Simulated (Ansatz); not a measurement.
palladium atom (Pd), singlet (core potentials on Pd); CASSCF(4,5)/def2-SVP (Ansatz, an electronic-structure program).

Input for Ansatz:
Ansatz 0.2 input:
```yaml
crystal:
  periodic: [false, false, false]
  atoms:
    - {symbol: Pd, position_ang: [0.00000000, 0.00000000, 0.00000000]}
basis:
  gaussian:
    orbitals: def2-SVP
hamiltonian:
  xc: hf
magnetization: {spin_polarized: false}
correlation: {active_space: {window: {electrons: 4, orbitals: 5}}}
```

Output, abridged:

```
Functional definition: HF
226 factors; integrals over basis functions are off by at most 7.3e-5 eV
mean field evaluation 1: about -3451.3620 eV, gradient 4.3e1 eV
mean field evaluation 2: about -3451.3620 eV, gradient 4.3e1 eV
mean field evaluation 4: about -3455.8506 eV, gradient 6.5e-1 eV
mean field evaluation 8: about -3455.8556 eV, gradient 5.8e-5 eV
mean field evaluation 16: about -3452.1881 eV, gradient 9.8e0 eV
mean field -3455.85560992 eV, -127.0003512016 hartree, gradient 1.2e-6 eV, S^2 0.000000; 0 other end points of the search recorded, 0 dependent functions left out
reference -3455.85560992 eV, -127.0003512016 hartree; 9, 9 occupied and 22, 22 virtual orbitals, 226 factors
state -3456.50829393 eV, -127.0243368963 hartree
the orbitals are reached from a further start. From the first start the search ends at -3456.27733551 eV, -127.0158493310 hartree
Total energy: -3456.50829393 eV, -127.0243368963 hartree
```
